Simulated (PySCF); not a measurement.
## Telling isomers of C$_{8}$H$_{8}$NP apart by NMR

Theory: GIAO PBE0/pcSseg-1 shieldings, coordinates at the GFN2-xTB level, in PySCF 2.14 (single conformer, no solvent, rapidly exchanging positions averaged, no relativistic terms).

References, each an isolated molecule treated in the same way: ¹H (σref 31.72) and ¹³C (σref 186.93) against TMS. Splittings of carbon signals by F and P are missing where no couplings were computed. Where no couplings were computed, multiplicities follow the n + 1 count of equivalent neighbours, and m marks all less simple cases (inequivalent or close neighbours, rings, F or P nearby). Shifts are as computed. Against solution values, carbons near 30 ppm lie about +3 ppm off and those near 130 ppm about +5 ppm. Of 1211 compounds with measured shifts, 218 miss one by over three times the rms of a fit or turn the order of signals round; such compounds aren't used in these exercises.

(1) Tabulate the signals of `Cc1cpcc(C)c1C#N`, `C#Cc1ncc(C)c(C)p1`, `CC#CPc1cccnc1` and their relative energies.

(2) What is the quickest way to tell C#Cc1ncc(C)c(C)p1 from CC#CPc1cccnc1?

(3) What is the quickest way to tell Cc1cpcc(C)c1C#N from C#Cc1ncc(C)c(C)p1?

(4) What is the quickest way to tell Cc1cpcc(C)c1C#N from CC#CPc1cccnc1?

## Answers

(1) 
| SMILES | carbon types | δC | δH | E rel. (kcal/mol) |
| --- | --- | --- | --- | --- |
| Cc1cpcc(C)c1C#N | 4×C 2×CH 2×CH3 | 161.7, 153.5, 123.4, 117.8, 28.7 | 8.98 (m, 2H), 2.85 (s, 6H) | 0.0 |
| C#Cc1ncc(C)c(C)p1 | 4×C 2×CH 2×CH3 | 189.7, 182.2, 154.3, 135.3, 93.9, 90.2, 26.9, 21.2 | 8.94 (m, 1H), 3.44 (s, 1H), 2.72 (m, 3H), 2.40 (s, 3H) | 42.8 |
| CC#CPc1cccnc1 | 3×C 4×CH 1×CH3 | 155.8, 154.2, 145.6, 139.9, 128.3, 109.2, 79.8, 6.1 | 8.91 (m, 1H), 8.78 (d, 1H), 8.23 (m, 1H), 7.41 (m, 1H), 5.41 (m, 1H), 2.14 (s, 3H) | 36.7 |

Energies are electronic energies at PBE0/pcSseg-1 on these geometries, without zero-point or thermal terms, each for the one conformer computed, which needn't be the lowest.

(2) Both give the same number of carbon signals, but DEPT or the intensities differ. The first has a substituted aromatic carbon (C) at 189.7 ppm, the second an aromatic CH at 128.3 ppm. Their most deshielded carbons lie at 189.7 and 155.8 ppm.

(3) Count the carbon signals: 5 against 8. The first has a substituted aromatic carbon (C) at 153.5 ppm, the second a terminal alkyne carbon (CH) at 93.9 ppm. Their most deshielded carbons lie at 161.7 and 189.7 ppm.

(4) Count the carbon signals: 5 against 8. The first has a methyl carbon on an aromatic ring (CH3) at 28.7 ppm, the second an alkyne carbon (C) at 79.8 ppm. Their most deshielded carbons lie at 161.7 and 155.8 ppm.
